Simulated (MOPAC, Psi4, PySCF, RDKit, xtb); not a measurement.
Two geometries of H₈N₂Si₂, SMILES N[SiH2][SiH2]N, relaxed at B3LYP-D3(BJ)/def2-SVP with one dihedral held; other torsions can differ between them too.

Structure A

```
12

N      1.7528     0.5602     0.8659
Si     1.1535    -0.4982    -0.3842
Si    -1.1954    -0.3803    -0.4358
N     -1.6614    -0.6851    -2.0876
H      1.2964     0.5508     1.7736
H      2.7566     0.6688     0.9861
H      1.5780    -1.9373    -0.2893
H      1.6889    -0.0032    -1.6919
H     -1.6238     0.9406     0.1446
H     -1.8356    -1.4292     0.4156
H     -2.6428    -0.8105    -2.3206
H     -1.1873    -0.1746    -2.8271
```

Structure B

```
12

N     -1.6166     0.5064     0.8496
Si    -1.1726    -0.5655    -0.4496
Si     1.1744    -0.4391    -0.5096
N      1.6179    -0.1116     1.1427
H     -2.5870     0.6787     1.0947
H     -1.0420     1.3259     1.0207
H     -1.6513    -1.9458    -0.1267
H     -1.7503    -0.2437    -1.7993
H      1.7524    -1.6877    -1.1145
H      1.6534     0.6845    -1.3737
H      2.5882    -0.0297     1.4314
H      1.0436    -0.4980     1.8855
```

### Question
Which is lower in energy at the level Psi4 with DF-MP2 (frozen core)/cc-pVTZ // B3LYP-D3(BJ)/def2-SVP, and by how much?

### Answer
B is lower, by 3.11 kJ/mol (dihedral N1–Si2–Si3–N4: 150° in A, 30° in B).

E(B) − E(A) in kJ/mol at the other levels, on the same two geometries: MMFF94 // B3LYP-D3(BJ)/def2-SVP (RDKit) -3.34; PBE/def2-TZVP // B3LYP-D3(BJ)/def2-SVP (Psi4) -1.94; PBE-D3(BJ)/def2-TZVP // B3LYP-D3(BJ)/def2-SVP (Psi4) -2.95; HF/cc-pVTZ // B3LYP-D3(BJ)/def2-SVP (Psi4) -0.42; UFF // B3LYP-D3(BJ)/def2-SVP (RDKit) 14.95; AM1, restricted, heats of formation // B3LYP-D3(BJ)/def2-SVP (MOPAC) 2.76; PM7, restricted, heats of formation // B3LYP-D3(BJ)/def2-SVP (MOPAC) 3.02; GFN1-xTB // B3LYP-D3(BJ)/def2-SVP (xtb) -2.28; restricted B3LYP/6-31G*, spherical d // B3LYP-D3(BJ)/def2-SVP (PySCF) -2.13; restricted M06-2X/6-31G*, spherical d // B3LYP-D3(BJ)/def2-SVP (PySCF) -4.93; restricted Hartree-Fock/3-21G // B3LYP-D3(BJ)/def2-SVP (PySCF) -8.80; restricted LDA (SVWN5)/6-31G*, spherical d // B3LYP-D3(BJ)/def2-SVP (PySCF) -5.91.
